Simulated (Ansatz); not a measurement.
One change: `CB(F)C=O` becomes `[CH3][AlH][B](C)F`.

Ansatz, PBE0-D4/def2-TZVP geometries, multiplicity 1. Each molecule was computed in one conformer, which needn't be the lowest.

```csv
property,`CB(F)C=O`
LUMO energy (PBE0/def2-TZVPP) / eV,-2.48
HOMO energy (PBE0/def2-TZVPP) / eV,-7.23
HOMO energy (B3LYP/def2-TZVPP) / eV,-7.02
LUMO energy (B3LYP/def2-TZVPP) / eV,-2.74
LUMO energy (ωB97M-V/def2-TZVPP) / eV,-0.22
HOMO–LUMO gap (PBE/def2-TZVPP) / eV,2.07
```

(1) Give the same properties after the change, and the shifts. (An estimate is asked.)

## Answers

(1) The calculation gave: 
```json
{"property": "LUMO energy (PBE0/def2-TZVPP) / eV", "`[CH3][AlH][B](C)F`": "-1.29", "shift": "1.19"}
{"property": "HOMO energy (PBE0/def2-TZVPP) / eV", "`[CH3][AlH][B](C)F`": "-6.85", "shift": "0.38"}
{"property": "HOMO energy (B3LYP/def2-TZVPP) / eV", "`[CH3][AlH][B](C)F`": "-6.68", "shift": "0.34"}
{"property": "LUMO energy (B3LYP/def2-TZVPP) / eV", "`[CH3][AlH][B](C)F`": "-1.51", "shift": "1.23"}
{"property": "LUMO energy (ωB97M-V/def2-TZVPP) / eV", "`[CH3][AlH][B](C)F`": "0.27", "shift": "0.49"}
{"property": "HOMO–LUMO gap (PBE/def2-TZVPP) / eV", "`[CH3][AlH][B](C)F`": "3.57", "shift": "1.50"}
```

With PBE0 the HOMO rises by 0.38 eV and the LUMO rises by 1.19 eV, so the gap widens by about 0.81 eV. PBE moves the HOMO by 0.00 eV and ωB97M-V by 0.61 eV.

B3LYP here is the variant with VWN-RPA as its local correlation; programs differ in this.
